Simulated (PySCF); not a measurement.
CH₅AlClNO. Atoms are numbered in the order given.

```xyz
10

Al    -0.4550     0.2315     0.0000
Cl     1.3974     1.2532     0.0000
O     -0.5019    -1.4726     0.0000
C      0.4539    -2.4996     0.0000
H      0.3313    -3.1489    -0.8966
H      1.5026    -2.1212     0.0000
H      0.3313    -3.1489     0.8966
N     -1.9689     1.1428     0.0000
H     -2.0316     2.1617     0.0000
H     -2.8992     0.7214     0.0000
```

Geometry optimised at PBE-D3(BJ)/def2-SVP. The structure was generated by enumeration; whether it is a known compound was not checked. One conformer was computed; it need not be the lowest.

The numbers are results of PySCF with PBE-D3(BJ)/def2-SVP, not measurements.

Frequencies are harmonic and unscaled.

Computed vibrational spectrum:
```tsv
mode	ν (cm⁻¹)	IR (km/mol)	moving atoms (share of kinetic energy)
1	81	2.6	O 36 %, H 32 %, C 16 %, N 12 %
2	83	5.4	C 39 %, Cl 28 %, H 22 %
3	87	0.5	H 88 %, O 9 %
4	166	1.9	N 37 %, H 26 %, Cl 17 %, Al 11 %
5	231	57.5	Al 66 %, O 16 %, N 12 %
6	251	17.6	O 52 %, Al 12 %, H 10 %, Cl 10 %, N 8 %
7	325	124.4	H 86 %, N 13 %
8	337	13.6	H 98 %
9	461	19.4	Cl 46 %, Al 20 %, N 15 %, O 9 %
10	621	12.1	H 62 %, N 19 %
11	735	192.7	Al 46 %, H 18 %, O 13 %, N 10 %, C 9 %
12	870	83.0	Al 47 %, N 38 %, H 10 %
13	1143	50.5	H 66 %, C 23 %, O 11 %
14	1148	0.0	H 77 %, C 19 %
15	1207	298.1	O 53 %, C 32 %, H 11 %
16	1423	0.9	H 97 %
17	1427	2.3	H 97 %
18	1432	15.2	H 88 %, C 10 %
19	1466	44.4	H 89 %, N 11 %
20	2911	107.4	H 97 %
21	2988	43.1	H 90 %, C 10 %
22	2993	41.5	H 90 %, C 10 %
23	3520	38.5	H 96 %
24	3614	34.3	H 91 %, N 9 %
```
